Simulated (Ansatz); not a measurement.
Consider the ligand exchange at a Ga–O bond: `[OH][Ga]([F])[F]` + H–F → `[F][Ga]([F])[F]` + H₂O.

Program: Ansatz. Geometries: PBE0-D4/def2-TZVP. ΔE: electronic, gas phase. CCSD(T)/CBS is the MP2 limit (def2-TZVPP, def2-QZVPP) plus CCSD(T) − MP2 in def2-TZVPP, frozen cores. This one scheme is used for every species. DFT in def2-TZVPP. HSE06 is defined as in plane-wave codes. For Ga outer-core shells are correlated without core-valence functions, which leaves a few kJ/mol of doubt a bond. Scalar relativity is left out up to krypton. One conformer a species, not always the lowest.

| level | ΔE (kJ/mol) | difference from CCSD(T)/CBS |
| --- | --- | --- |
| revPBE-D4 | -14.6 | -3.1 |
| r2SCAN-D4 | -17.1 | -5.6 |
| B97M-V | -20.9 | -9.4 |
| r2SCANh-D4 | -16.7 | -5.2 |
| CAM-B3LYP-D4 | -16.8 | -5.3 |
| HSE06 | -15.4 | -3.9 |
| BHLYP | -19.2 | -7.7 |
| HF/def2-QZVPP | -26.6 | -15.1 |
| SCS-MP2/def2-QZVPP | -14.8 | -3.3 |
| HF/CBS(def2) | -26.9 | -15.4 |
| CCSD(T)/CBS | -11.5 | 0 |

Largest T1 diagnostic among the species: 0.015.

In def2-TZVPP, CCSD(T) changes the Hartree–Fock value by +10.6 kJ/mol (the triples alone add +1.2 kJ/mol) and MP2 by +12.3 kJ/mol. At CCSD(T), def2-SVP lies −9.6 kJ/mol from the extrapolated value and def2-TZVPP −2.3 kJ/mol.
